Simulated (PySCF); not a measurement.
Compound: (H2B-mu-PH2)2.
Z-matrix (Å and degrees, PBE0-D3(BJ)/def2-SVP geometry), rows numbered from 1:
```
B 
H   1  1.2151
H   1  1.2133  2  115.42
P   1  1.9803  2  111.46  3  -132.37
B   4  1.9811  1   92.89  2  -110.22
H   5  1.2142  4  112.49  1  -114.80
H   5  1.2138  4  113.13  1   112.32
P   1  1.9808  2  111.33  3   132.13
H   4  1.4162  1  116.26  2   129.39
H   4  1.4159  1  116.07  2    11.36
H   8  1.4161  1  116.36  2  -129.11
H   8  1.4158  1  115.96  2   -11.17
```

Computed with TDDFT PBE0/def2-SVPD, vertical, gas phase, core orbitals frozen in the response in PySCF 2.14.0, density-fitted response routines.

Problem. List the vertical singlet excitations with oscillator strengths and describe the spectrum.

Solution. 

```csv
state,E (eV),E (hartree),f,"main configurations (H = HOMO, L = LUMO)"
S1,5.96,0.2192,0.0000,H→L (98%)
S2,6.48,0.2381,0.0043,H→L+2 (94%)
S3,6.49,0.2384,0.0002,H→L+1 (94%)
S4,6.73,0.2472,0.0000,H-1→L (98%)
S5,6.86,0.2520,0.0000,H→L+3 (96%)
S6,7.11,0.2611,0.0003,H-2→L (98%)
S7,7.19,0.2640,0.0000,H-2→L+1 (90%)
S8,7.48,0.2749,0.0003,"H-2→L+2 (59%), H-1→L+1 (38%)"
S9,7.51,0.2759,0.0003,H-3→L (95%)
S10,7.54,0.2772,0.0000,H-1→L+2 (86%)
```

Triplets, Tamm–Dancoff:

```json
{"state": "T1", "E (eV)": "5.43", "λ (nm)": "228.2", "main configurations (H = HOMO, L = LUMO)": "H→L (98%)"}
{"state": "T2", "E (eV)": "5.75", "λ (nm)": "215.8", "main configurations (H = HOMO, L = LUMO)": "H→L+1 (94%)"}
{"state": "T3", "E (eV)": "6.22", "λ (nm)": "199.4", "main configurations (H = HOMO, L = LUMO)": "H→L+2 (96%)"}
{"state": "T4", "E (eV)": "6.35", "λ (nm)": "195.2", "main configurations (H = HOMO, L = LUMO)": "H-2→L (96%)"}
```

The lowest singlet lies at 5.96 eV (208 nm, ultraviolet) and is dark (f under 0.0005); its leading configuration is HOMO→LUMO (98%). The most intense listed level is S2 at 6.48 eV (191 nm, f = 0.0043), 0.51 eV above S1. S2/S3 lie within about 0.01 eV of each other. Löwdin shares by element: HOMO boron 42%, phosphorus 30% (atoms not listed hold the other 28%); LUMO phosphorus 45%, boron 19% (atoms not listed hold the other 37%). Orbital energies (eV): HOMO-3 -8.90, HOMO-2 -8.77, HOMO-1 -8.71, HOMO -7.66, LUMO -0.40, LUMO+1 -0.09, LUMO+2 -0.04. The listed states span 1.58 eV, and the widest gap between neighbours is 0.51 eV (S1 to S2). Weighted by f, the mean energy of these states is 6.64 eV. All these states lie below the vertical ionisation energy of 9.53 eV (ΔSCF). The window holds the lowest 10 singlets.

One conformer stands for the species.
